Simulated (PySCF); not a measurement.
## One molecule, a ladder of functionals, a line

Molecule: `BC(C)(C)CC`, C$_{5}$H$_{13}$B.

Atom-mapped SMILES (the numbers label the heavy atoms): `[BH2:1][C:2]([CH3:3])([CH3:4])[CH2:5][CH3:6]`. Hydrogens are named by the atom that carries them.

GIAO shieldings (ppm, equivalent atoms averaged) in PySCF 2.14.0 with density-fitted response routines on the PBE0-D3(BJ)/def2-SVP geometry, basis pcSseg-1, gas phase, non-relativistic:

```csv
functional,exact exchange (%),σ(B1),σ(C2)
BLYP,0,9.1,135.9
BP86,0,13.0,140.8
PBE,0,10.8,141.3
B3LYP,20,14.1,143.0
mPW1PW91,25,18.6,149.1
BHandHLYP,50,21.9,152.1
HF,100,38.1,166.3
```

Question: Fit each shielding as a line in the percentage of exact exchange.

Answer: σ(B1) = 10.5 + 0.27 x (rms 1.6 ppm); σ(C2) = 139.5 + 0.27 x (rms 2.1 ppm). The functionals also differ in their semilocal parts, which the line can't hold; Hartree–Fock has no correlation at all.

Question: What does the line predict for PBE0 (25 %), and what does the run give?

Answer: σ(B1): 17.2 predicted, 18.1 computed; σ(C2): 146.2 predicted, 149.5 computed ppm.
